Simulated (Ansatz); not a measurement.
`O[SiH2]C(O)(F)F` and `CCC(O)(F)F` differ in one atom or group.

Ansatz, PBE0-D4/def2-TZVP geometries, multiplicity 1. Each molecule was computed in one conformer, which needn't be the lowest.

| property | `O[SiH2]C(O)(F)F` |
| --- | --- |
| size of the dipole moment (ωB97M-V/def2-TZVPP) / D | 0.85 |
| HOMO energy (PBE0/def2-TZVPP) / eV | -8.88 |
| HOMO energy (B3LYP/def2-TZVPP) / eV | -8.69 |
| HOMO–LUMO gap (PBE0/def2-TZVPP) / eV | 8.87 |
| size of the dipole moment (PBE/def2-TZVPP) / D | 0.92 |
| LUMO energy (PBE0/def2-TZVPP) / eV | -0.01 |

(1) What does the change do to each property? (Best estimate.)

Answers

(1) The calculation gave: 
```tsv
property	`CCC(O)(F)F`	shift
size of the dipole moment (ωB97M-V/def2-TZVPP) / D	0.76	-0.09
HOMO energy (PBE0/def2-TZVPP) / eV	-9.70	-0.82
HOMO energy (B3LYP/def2-TZVPP) / eV	-9.43	-0.74
HOMO–LUMO gap (PBE0/def2-TZVPP) / eV	10.92	2.05
size of the dipole moment (PBE/def2-TZVPP) / D	0.71	-0.21
LUMO energy (PBE0/def2-TZVPP) / eV	1.22	1.23
```

With PBE0 the HOMO falls by 0.82 eV and the LUMO rises by 1.23 eV, so the gap widens by about 2.05 eV. PBE moves the HOMO by -0.49 eV and ωB97M-V by -1.00 eV. Dipoles are sizes alone; their direction can turn.

B3LYP here is the variant with VWN-RPA as its local correlation; programs differ in this.
